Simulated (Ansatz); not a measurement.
`C[O][Ti]([Cl])([Cl])[Cl]` + H₂S → `[SH][Ti]([Cl])([Cl])[Cl]` + CH₃OH at 298.15 K and 1 bar (ligand exchange at a Ti–O bond).

Isolated molecules relaxed with PBE0-D4/def2-TZVP in Ansatz; ΔE leaves out vibrations. CCSD(T)/CBS is the MP2 limit (def2-TZVPP, def2-QZVPP) plus CCSD(T) − MP2 in def2-TZVPP, frozen cores. This one scheme is used for every species. For Ti outer-core shells are correlated without core-valence functions, which leaves a few kJ/mol of doubt a bond. Scalar relativity is left out up to krypton. Each species was taken in one conformer, which may not be the lowest.

```
                   species  CCSD(T)/CBS energy (Eh)  H − E (kJ/mol)  S (J/(mol·K))
`C[O][Ti]([Cl])([Cl])[Cl]`              -2343.53403           148.6          420.6
                       H₂S               -398.97279            49.9          205.7
`[SH][Ti]([Cl])([Cl])[Cl]`              -2626.86635            58.7          390.4
                     CH₃OH               -115.61712           146.3          238.2
```

H − E and S are ideal-gas, rigid-rotor, harmonic terms from PBE0-D4/def2-TZVP, for one conformer and one mirror image of each species. 1 Eh = 2625.50 kJ/mol, R = 8.31446 J/(mol·K).

Q: By hand: ΔE, ΔH, ΔS and ΔG.

A: ΔE = (-2626.86635) + (-115.61712) − (-2343.53403) − (-398.97279) = 0.02335 Eh = 61.3 kJ/mol. Δ(H − E) = 58.7 + 146.3 − 148.6 − 49.9 = 6.5, so ΔH = 67.8 kJ/mol. ΔS = 390.4 + 238.2 − 420.6 − 205.7 = 2.3 J/(mol·K). ΔG = 67.8 − 298.15 × (2.3)/1000 = 67.1 kJ/mol.

Q: By hand: the equilibrium constant, and the temperature at which ΔG would vanish if ΔH and ΔS stayed fixed.

A: log₁₀ K = −ΔG/(RT ln 10) = -11.8. ΔG = 0 at ΔH/ΔS = 29478 K, far beyond where these terms or the molecules hold.

The number of gas molecules stays the same, so ΔS is small and ΔH decides. A doubt of 5 kJ/mol in ΔE shifts log₁₀ K by 0.9 here. Other conformers and mirror images would add mixing entropy, several J/(mol·K) or more a flexible species. Modes under 60 cm⁻¹, often nearly free rotors, make the harmonic entropy too high. These are equilibria of isolated gas molecules and say nothing of rates. Largest T1 diagnostic: 0.026 (customary marks: 0.02 for closed shells, 0.045 for open ones).
